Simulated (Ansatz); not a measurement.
Cost and result for the atomization energy of C2H10Si3, SMILES `[SiH3]C=C([SiH3])[SiH3]` (15 atoms, 14 bonds).

```xyz
15

Si    0.101   -2.013   -1.367
C    -0.252   -1.035    0.201
C    -0.088    0.283    0.413
Si   -0.527    0.988    2.091
Si    0.560    1.445   -0.901
H    -0.724   -1.530   -2.505
H     1.536   -1.933   -1.747
H    -0.243   -3.434   -1.098
H    -0.637   -1.639    1.029
H    -1.583    2.029    1.959
H     0.662    1.633    2.712
H    -1.014   -0.111    2.966
H    -0.448    2.503   -1.178
H     0.854    0.707   -2.157
H     1.802    2.107   -0.419
```

Charge 0, multiplicity 1. Geometry: relaxed with PBE0-D4/def2-TZVP. Program: Ansatz. All runs use 2 threads of an AMD EPYC 7R13 on a shared host and a share of an NVIDIA H100 80 GB. Times are those of one run each, without the atoms' runs, and a repeat can differ threefold. Electronic energies, without spin–orbit coupling; frozen cores. CCSD(T)/CBS adds CCSD(T) − MP2 in def2-TZVPP to the MP2 limit, and its time is that of the two runs behind it. T1 = 0.013; the RHF reference is unstable towards UHF. B3LYP takes the VWN-RPA correlation (the form of Gaussian; ORCA's B3LYP/G).

CCSD(T)/CBS is a level of theory with its own doubt, some kJ/mol a heavy atom from the limit and from the frozen cores, so smaller differences don't rank the functionals.

```
                             level  functions  wall time
                 B2PLYP/def2-TZVPP        328      2.3 s
                PBE0-D4/def2-TZVPP        328      2.3 s
r2SCAN-D4/def2-TZVPP (with forces)        328      2.5 s
 B3LYP-D4/def2-TZVPP (with forces)        328      2.5 s
                ωB97X-V/def2-TZVPP        328      3.2 s
  ωB97M-V/def2-TZVPP (with forces)        328      3.5 s
   PBE-D4/def2-TZVPP (with forces)        328      3.7 s
                CCSD(T)/def2-TZVPP        328        7 s
                    MP2/def2-QZVPP        624        7 s
                 CCSD(T)/CBS(def2)          –       14 s
```

Task: What atomization energy does each give, and how far from CCSD(T)/CBS? (Best estimate.)

Result: Ansatz gave: 
```json
{"level": "B2PLYP/def2-TZVPP", "atomization (kJ/mol)": "4922.7", "difference from CCSD(T)/CBS": "-70.3", "per bond": "-5.0"}
{"level": "PBE0-D4/def2-TZVPP", "atomization (kJ/mol)": "4954.4", "difference from CCSD(T)/CBS": "-38.6", "per bond": "-2.8"}
{"level": "r2SCAN-D4/def2-TZVPP (with forces)", "atomization (kJ/mol)": "4986.3", "difference from CCSD(T)/CBS": "-6.7", "per bond": "-0.5"}
{"level": "B3LYP-D4/def2-TZVPP (with forces)", "atomization (kJ/mol)": "4994.1", "difference from CCSD(T)/CBS": "1.1", "per bond": "0.1"}
{"level": "ωB97X-V/def2-TZVPP", "atomization (kJ/mol)": "5018.4", "difference from CCSD(T)/CBS": "25.4", "per bond": "1.8"}
{"level": "ωB97M-V/def2-TZVPP (with forces)", "atomization (kJ/mol)": "4996.5", "difference from CCSD(T)/CBS": "3.5", "per bond": "0.3"}
{"level": "PBE-D4/def2-TZVPP (with forces)", "atomization (kJ/mol)": "4978.4", "difference from CCSD(T)/CBS": "-14.6", "per bond": "-1.0"}
{"level": "CCSD(T)/def2-TZVPP", "atomization (kJ/mol)": "4874.2", "difference from CCSD(T)/CBS": "-118.8", "per bond": "-8.5"}
{"level": "MP2/def2-QZVPP", "atomization (kJ/mol)": "4939.8", "difference from CCSD(T)/CBS": "-53.2", "per bond": "-3.8"}
{"level": "CCSD(T)/CBS(def2)", "atomization (kJ/mol)": "4993.0", "difference from CCSD(T)/CBS": "0.0", "per bond": "0.0"}
```

From PBE to PBE0 (25 % exact exchange), in def2-TZVPP and without D4, the atomization energy moves by −18.4 kJ/mol: exact exchange takes away binding that semilocal exchange gives to molecules. In def2-TZVPP, CCSD(T) changes the Hartree–Fock value by +1072.0 kJ/mol (the triples alone add +55.0 kJ/mol) and MP2 by +1066.8 kJ/mol; breaking electron pairs costs correlation energy, which Hartree–Fock lacks. The D4 term adds +64.6 kJ/mol with B3LYP and +34.4 kJ/mol with PBE0; it sums over pairs of atoms, weighted by their polarisabilities, and B3LYP, whose exchange is more repulsive, gets the larger term.
